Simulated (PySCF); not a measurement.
C2H9NSi3, SMILES N#C[C@H]([SiH3])[SiH2][SiH3]. Geometry optimised at PBE-D3(BJ)/def2-SVP. The structure was generated by enumeration; whether it is a known compound was not checked. Other conformers were not sampled.

**Question.** Give the equilibrium geometry at PBE-D3(BJ)/def2-SVP (PySCF confirms it by a frequency run) as Cartesian coordinates in Å. (The exact figures need the calculation; the answer reports its results.)

**Answer.** One answer among several that fit: 
```xyz
15

N     -0.1968     2.1227    -1.5640
C     -0.4445     1.0648    -1.1175
C     -0.7418    -0.2178    -0.5135
Si    -2.5750    -0.3140     0.0562
Si     0.4740    -0.5773     0.9470
Si     2.6956    -0.2303     0.2545
H     -0.5862    -1.0238    -1.2654
H     -3.4860    -0.1176    -1.1210
H     -2.8213     0.7474     1.0872
H     -2.7958    -1.6746     0.6549
H      0.2379    -2.0040     1.3671
H      0.1103     0.3271     2.0934
H      2.9615    -1.0606    -0.9729
H      3.6383    -0.6557     1.3478
H      2.9128     1.2214    -0.0644
```
Charge 0, spin multiplicity 1.
